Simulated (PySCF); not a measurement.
Gas-phase reaction: HfCl3OH + OH + ClO ⇌ HfCl4.H2O + 2 O

Energies from PySCF, thermal terms from the rigid-rotor harmonic-oscillator model, ideal gas at 1 bar. † marks an energy on the PBE0/def2-TZVP geometry and frequencies; other levels use their own. Open shells (unrestricted): OH (multiplicity 2, electronic degeneracy 4), ClO (multiplicity 2, electronic degeneracy 4), O (multiplicity 3, electronic degeneracy 9); the rest are closed-shell singlets. Spin-orbit splitting is ignored; it lowers the true energy and changes the entropy of OH, ClO, O. Hf: scalar-relativistic def2 core potential, no spin-orbit coupling. Adducts (HfCl4.H2O) have no counterpoise correction, and HF, PBE, BLYP, B3LYP and PBE0 lack dispersion. HfCl3OH, HfCl4.H2O: computed as isolated molecules; such fragments, hydroxides, amides, oligomers or adducts are transient or little studied in the gas. The harmonic model lacks anharmonicity and excited electronic states, which grow with temperature; levels with a mode under 35 cm⁻¹ are left out. Soft modes under 120 cm⁻¹ make the harmonic entropy rough for HfCl3OH, HfCl4.H2O.

```tsv
level	ΔE electronic, kJ	ΔH°(298 K), kJ	ΔS°(298 K), J/K	ΔG°(1400 K), kJ
BLYP/def2-TZVP†	269	278	-29	305
PBE/def2-SVP	222	231	-29	257
PBE/def2-TZVP†	271	280	-29	307
PBE0/def2-SVP†	141	150	-29	177
r2SCAN/def2-TZVP†	209	218	-29	245
ωB97M-V/def2-TZVP†	183	192	-29	219
```
ΔH° is lowest at PBE0/def2-SVP† and highest at PBE/def2-TZVP†. No reference value is set beside these.
